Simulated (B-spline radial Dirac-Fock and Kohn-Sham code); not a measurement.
These are calculated numbers from a B-spline atomic structure program; the model is relaxed Dirac-Fock hole states (ΔSCF) with Breit and QED corrections and a finite nucleus. Free neutral atoms.

Problem. Order these X-ray lines by photon energy, lowest first.
A. Hf Kβ2''
B. Pt Kβ3
C. Eu Kα2
D. Ho Kβ3
E. Lu Kα2
F. W Kα1

Solution. C (40899.7 eV), E (52960.1 eV), D (53689.9 eV), F (59314.9 eV), A (64895.4 eV), B (75358.8 eV).
